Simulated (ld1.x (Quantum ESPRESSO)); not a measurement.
**vanadium: excitation energies, all-electron against ultrasoft**

```json
{"Element": "vanadium", "Generator": "ld1.x (Quantum ESPRESSO) 7.5", "Type": "ultrasoft", "Functional": "PBE", "Relativity": "scalar-relativistic", "Frozen core": "[Ne] 3s2", "Valence charge": "11", "Reference configuration": "3p6 3d3 4s1.75 4p0.25", "Partial waves": "4s (bound): rcut 2.40, rcutus 2.85 bohr; 4s channel at 0.7 Ry: rcut 2.40, rcutus 2.85 bohr; 3p (bound): rcut 1.50, rcutus 1.65 bohr; 4p (bound): rcut 1.50, rcutus 1.65 bohr; 3d (bound): rcut 2.25, rcutus 2.40 bohr; 3d channel at 0.1 Ry: rcut 2.25, rcutus 2.40 bohr", "Local potential": "all-electron potential smoothed inside 2.20 bohr (lloc = -1)", "Core correction": "a·sin(br)/r model core inside 1.18 bohr", "Augmentation charge": "built from norm-conserving waves at rcut, not smoothed further"}
```

Energies are relative to the spin-unpolarised reference configuration 3p6 3d3 4s1.75 4p0.25; without spin polarisation the order of configurations can differ from experiment. Not all tests gave a result: test run stopped at test 5 of 7 (negative rho).

(1) Give the all-electron excitation energy and the error of the potential for: 3p6 3d3 4s2 4p0; 3p6 3d3 4s1 4p0; 3p6 3d3 4s0 4p0; 3p6 3d3 4s1.5 4p0.

A Bessel basis up to 400 Ry misses an occupied level by 0.95 Ry, so cutoffs and ghosts were not judged. The potential misses its own reference levels by up to 0.5 eV.

Answers

(1)

```json
{"valence configuration": "3p6 3d3 4s2 4p0", "charge": "0", "ΔE all-electron (eV)": "-0.820", "error AE − PS (meV)": "+165"}
{"valence configuration": "3p6 3d3 4s1 4p0", "charge": "+1", "ΔE all-electron (eV)": "6.915", "error AE − PS (meV)": "+162"}
{"valence configuration": "3p6 3d3 4s0 4p0", "charge": "+2", "ΔE all-electron (eV)": "21.211", "error AE − PS (meV)": "+27"}
{"valence configuration": "3p6 3d3 4s1.5 4p0", "charge": "+0.5", "ΔE all-electron (eV)": "2.272", "error AE − PS (meV)": "+165"}
```
